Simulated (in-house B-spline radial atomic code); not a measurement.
**Ionising P5+ with different functionals**

Computed with an all-electron radial atomic-structure program (B-spline basis): four-component Dirac-Coulomb Hamiltonian, Fermi nucleus of rms radius 3.1889 fm, spin-restricted, spherical fractional occupations for the functionals, and exact exchange of hybrids averaged over the configuration. The ionisation energy is the difference of two self-consistent energies, [He] 2s2 2p6 → [He] 2s2 2p5, without Breit or QED terms; ε is the level of the shell that loses the electron (mean over j). The electron is taken from both j subshells in proportion to 2j + 1, so the result is a j average, not the step between ground levels.

```csv
method,rung,ΔSCF (eV),-ε(2p) (eV)
B97-1,global hybrid,221.68,204.97
HSE06,range-separated hybrid,?,?
wB97X,range-separated hybrid,221.47,207.26
LC-wPBE,range-separated hybrid,?,?
```

**Question.** What does LC-wPBE give?

**Answer.** ΔSCF 221.88 eV, and -ε(2p) = 205.87 eV.

**Question.** What does HSE06 give?

**Answer.** ΔSCF 221.49 eV, and -ε(2p) = 205.37 eV.

**Question.** Among the functionals, which spreads more, the ΔSCF values or the orbital energies?

**Answer.** The orbital energies: ΔSCF values span about 0.40 eV and the orbital energies 2.29 eV; here energy differences depend much less on the functional than eigenvalues do.

**Question.** How do they compare with the NIST value?

**Answer.** NIST lists 220.43 eV ± 0.005 (semi-empirical, ground level to ground level). Errors run from +1.04 to +1.45 eV. The correlated functionals all miss on the same side by more than they spread, so the cause is common to them (Breit-QED terms, spin polarisation, the choice among j levels, multiplet and fine-structure energies, or a listed next ion that isn't the cheapest removal here) and closeness doesn't rank the functionals.
